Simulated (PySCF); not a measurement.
**Mg₂F₄: adding exact exchange**

Base calculation in PySCF with density fitting and no spin–orbit coupling, PBE/def2-TZVP (no relativity): singlet, D2h, Mg–F 1.766 Å (×2), Mg–F 1.919 Å (×4); F–Mg–F 82.2° (×2), F–Mg–F 138.9° (×4), Mg–F–Mg 97.8° (×2); wavenumbers 44, 92, 125, 133, 243, 247, 414, 435, 463, 473, 744, 767 cm⁻¹; gap between the highest occupied and lowest empty levels 5.29 eV, polar-tensor charge of Mg 1.44 e, atomisation energy (no zero-point energy) 2296 kJ/mol.

Question: What changes on going to PBE0/def2-TZVP (no relativity)?

Answer: The point group stays the same. Changes: mean bond to Mg -0.020 Å, highest wavenumber +31 cm⁻¹, lowest wavenumber +4 cm⁻¹, gap between the highest occupied and lowest empty levels +2.80 eV, polar-tensor charge of Mg +0.07 e, atomisation energy (no zero-point energy) -82 kJ/mol. The new structure has Mg–F 1.748 Å (×2), Mg–F 1.898 Å (×4); F–Mg–F 81.9° (×2), F–Mg–F 139.1° (×4), Mg–F–Mg 98.1° (×2), with wavenumbers 48, 99, 132, 144, 254, 266, 432, 454, 484, 494, 774, 798 cm⁻¹. Exact exchange shortens and stiffens the bonds and opens the gap, the usual pattern.

The structures come from searches over a few start shapes, so lower isomers are not excluded.
